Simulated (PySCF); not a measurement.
These are PBE-D3(BJ)/def2-TZVP // B3LYP-D3(BJ)/def2-TZVP (PySCF) values and carry that method's errors. Isolated molecules, 0 K electronic values unless said otherwise. One relaxed conformer stands for a flexible species; it need not be the lowest. 

Reference species (SMILES): `N1COC1` (neutral, multiplicity 1).

```json
{
 "HOMO–LUMO gap": "5.35 eV",
 "HOMO": "-5.27 eV"
}
```

Changed species: `C=NCO` (C–N–C–O torsion -130°, N–C–O–H torsion -47°).

Q: Give the shifts of the HOMO–LUMO gap and HOMO.

A: the HOMO–LUMO gap falls by 0.89 eV, to 4.46 eV; the HOMO drops by 0.98 eV, to -6.25 eV.
